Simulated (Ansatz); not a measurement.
# Abstraction of H: C2H8Si + CHBrI → C2H7Si + CH2BrI

Species: C2H8Si `CC[SiH3]`, singlet; CHBrI `Br[CH]I`, doublet; C2H7Si `CC[SiH2]`, doublet; CH2BrI (bromoiodomethane) `BrCI`, singlet. A radical takes H: the energy is the difference in strength between the Si–H bond broken and the C–H bond made.

Shapes, held fixed at every level: PBE0-D4/def2-TZVP. Flexible molecules stand in one conformer, not always the lowest. Programs: Ansatz 0.2.0. The zero-point and thermal change to 298 K, harmonic and unscaled (PBE0-D4/def2-TZVP), is +10.1 kJ/mol.

| level | kind | ΔH(298 K) (kJ/mol) | less CCSD/def2-SVP |
| --- | --- | --- | --- |
| MP2/def2-TZVPP | perturbation theory | -33.2 | -13.9 |
| HF/def2-SVP | Hartree–Fock | -7.5 | +11.8 |
| PBE-D4/def2-TZVPP | GGA | -20.2 | -0.9 |
| B3LYP-D4/def2-TZVPP | global hybrid | -13.9 | +5.4 |
| PBE0-D4/def2-TZVPP | global hybrid | -20.3 | -1.0 |
| wB97M-V/def2-TZVPP | range-separated hybrid | -14.7 | +4.6 |
| CCSD/def2-SVP | coupled cluster or CI | -19.3 | 0.0 |

The highest level, CCSD/def2-SVP, gives ΔH(298 K) = -19.3 kJ/mol; the levels span -33.2 to -7.5. The column of differences is taken from that level and isn't an error. No measured value is set beside it here. Open shells run unrestricted. For atoms past krypton def2 sets carry core potentials with scalar relativity. Relativity is left out for Br. Outer-core shells of Br, I are correlated in most correlated rows, in sets that cover them unevenly.
